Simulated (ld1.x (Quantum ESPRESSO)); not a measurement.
## caesium (Cs), TM: configuration errors across variants

| Item | Value |
| --- | --- |
| Element | caesium (Cs) |
| Generator | ld1.x (Quantum ESPRESSO) 7.5 |
| Type | norm-conserving Troullier–Martins (Kleinman–Bylander form) |
| Functional | PBE |
| Relativity | scalar-relativistic |
| Frozen core | [Kr] 4d10 5s2 |
| Valence charge | 7 |
| Reference configuration | 5p6 5d0.5 6s0.5 6p0 |
| Partial waves | 5p (bound): rc 3.35 bohr; 5d (bound): rc 4.20 bohr; 6s (bound): rc 4.20 bohr |
| Local potential | the s channel |
| Core correction | Bessel-smoothed model core inside 1.85 bohr |

All-electron excitation energies from the reference (eV): (1) 5p6 5d0 6s1 6p0 -0.843; (2) 5p6 5d0 6s0 6p0 3.021; (3) 5p6 5d0 6s0.5 6p0 0.628; (4) 5p6 5d1 6s0 6p0 0.829; (5) 5p5 5d0 6s1 6p0 17.022; (6) 5p6 5d0 6s0 6p1 0.528.

2 further variants failed, have other tests or another functional or relativity, and are left out.

Errors AE − PS in meV (a dash: test not solved or not reliable):

| change | (1) | (2) | (3) | (4) | (5) | (6) | bound ghosts |
| --- | --- | --- | --- | --- | --- | --- | --- |
| base | -0.4 | -1.1 | +0.1 | -1.4 | -232 | -125 | none |
| core correction Bessel-smoothed model core inside 2.68 bohr | -0.4 | -1.0 | +0.1 | -1.4 | -228 | -125 | none |
| wave 5p (bound): rc 3.35 bohr becomes 5p (bound): rc 2.06 bohr | -0.4 | -1.1 | +0.1 | -1.5 | -198 | -126 | none |
| all radii but the core radius scaled by about 1.10 (s 4.64, p 3.70, d 4.64 bohr) | -0.1 | -0.6 | +0.5 | -1.2 | -220 | -123 | none |

Problem. Give the same row for: wave 5d (bound): rc 4.20 bohr becomes 5d (bound): rc 4.12 bohr.

Solution. -0.4, -1.2, +0.1, -1.5, -233, -125; bound ghosts: none.
